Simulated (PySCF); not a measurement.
C4H7NSi, SMILES CC1=CN=C[SiH2]1.

Geometry optimised at PBE-D3(BJ)/def2-SVP. This is a generated structure with no PubChem entry under its InChIKey; it may be hypothetical.

All values below come from PySCF 2.14.0 with PBE-D3(BJ)/def2-SVP.

Frequencies are harmonic and unscaled.

Computed normal modes with their intensities:
```tsv
mode	ν (cm⁻¹)	IR (km/mol)	moving atoms (share of kinetic energy)
1	151	0.4	H 91 %
2	198	1.9	C 53 %, H 44 %
3	263	0.0	H 54 %, C 39 %
4	269	1.4	C 46 %, H 32 %, Si 18 %
5	337	8.2	H 50 %, C 28 %, N 20 %
6	455	9.0	C 40 %, Si 40 %, N 12 %, H 9 %
7	555	17.2	H 44 %, C 27 %, Si 15 %, N 14 %
8	585	3.1	C 52 %, Si 31 %, H 16 %
9	620	4.6	C 38 %, N 35 %, Si 14 %, H 13 %
10	647	24.6	H 67 %, C 29 %
11	663	9.3	H 74 %, C 18 %
12	812	36.3	H 81 %, C 18 %
13	819	36.9	H 36 %, C 31 %, N 24 %, Si 9 %
14	888	61.8	H 94 %
15	892	1.7	H 68 %, C 30 %
16	961	6.8	H 60 %, C 38 %
17	999	1.3	H 64 %, C 36 %
18	1046	10.4	C 59 %, H 26 %, N 14 %
19	1179	4.0	C 68 %, H 30 %
20	1241	6.0	H 72 %, C 23 %
21	1264	3.5	H 67 %, C 25 %, N 8 %
22	1341	1.6	H 74 %, C 26 %
23	1396	9.7	H 97 %
24	1403	10.2	H 93 %
25	1529	9.6	C 67 %, N 30 %
26	1581	20.4	C 74 %, N 19 %
27	2153	65.2	H 98 %
28	2160	78.9	H 96 %
29	2952	27.1	H 97 %
30	3023	8.0	H 91 %, C 9 %
31	3049	14.5	H 91 %, C 9 %
32	3062	13.7	H 92 %, C 8 %
33	3080	23.8	H 92 %, C 8 %
```
